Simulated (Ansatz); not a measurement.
The cluster InSi₁₆ (the lowest doublet isomer of a short search). Total charge 0; doublet. Geometry PBE-D4/def2-SVP, basis def2-TZVP, Ansatz.

Cartesian coordinates in Å:
```
In -1.5135 -1.8209 0.9290
Si 3.0630 0.4780 -2.8217
Si 0.7195 -3.0616 1.7066
Si -1.3930 0.5727 2.9074
Si 1.3160 -0.9901 -1.8720
Si 0.0575 1.3002 1.2315
Si 2.2982 -1.3295 -3.9688
Si -2.6276 1.4101 0.6610
Si 2.5379 0.5429 1.5557
Si -0.5807 0.1749 -1.0031
Si 2.0911 1.1588 -0.8480
Si 1.9104 -1.5373 0.3775
Si -3.5849 -0.2713 1.9395
Si 0.6874 -0.8083 2.5628
Si -2.9358 -0.4803 -1.0595
Si -2.2040 2.0336 -1.6133
Si 0.1585 2.6282 -0.6846
```

| run | HOMO (eV) | LUMO (eV) |
| --- | --- | --- |
| A | -6.73 | -2.52 |
| B | -4.99 | -4.47 |
| C | -4.78 | -4.49 |
| D | -5.45 | -3.99 |

In the def2 sets In takes a core potential; there is no spin–orbit coupling. Single mean-field runs in def2-TZVP are fitted with def2-universal-jkfit. The structure comes from a short search, and lower isomers may exist.

HOMO and LUMO are taken over both spins.

The runs used PBE, PBE0, r2SCAN, ωB97M-V. Estimate which is which.

A ωB97M-V (range-separated); B r2SCAN (0 % exact exchange); C PBE (0 % exact exchange); D PBE0 (25 % exact exchange). Exact exchange lowers occupied and raises empty levels; among semilocal functionals meta-GGAs tend to open the gap a little, and such runs are hard to tell apart. The gap grows from 0.30 eV (PBE) to 4.21 eV (ωB97M-V).
